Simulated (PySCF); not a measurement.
AlF2, SMILES [Al]([F])[F], multiplicity 2. Atoms are numbered in the order given.

```xyz
3

Al     0.0000     0.0000     0.4856
F      0.0000    -1.4260    -0.3507
F      0.0000     1.4260    -0.3507
```
Charge 0, spin multiplicity 2.

Coordinates come from a ωB97X-D3(BJ)/def2-TZVP optimisation. The spin state was assumed, not searched. The isomer is the one that the SMILES or the coordinates give; other isomers of the formula were not compared.

The numbers are results of PBE0/pcH-1 (PySCF), not measurements.

Unrestricted Kohn–Sham, ⟨S²⟩ = 0.751. Hyperfine tensors hold the contact and dipolar terms, without spin-orbit corrections.

Computed hyperfine couplings:
| nucleus | A(iso) (MHz) | A(iso) (G) | dipolar principal values (MHz) |
|---|---|---|---|
| 27Al no. 1 | 1610.3 | 574.6 | -40.0, -35.5, 75.5 |
| 19F no. 2 | 373.5 | 133.3 | -140.1, -115.0, 255.1 |
| 19F no. 3 | 373.5 | 133.3 | -140.1, -115.0, 255.1 |

### Question
And the g tensor (effective nuclear charges for spin-orbit coupling, GIAO)? (Estimate from the structure and the level; the computed values follow.)

### Answer
principal values 1.9981, 2.0007, 2.0013; isotropic 2.0000.
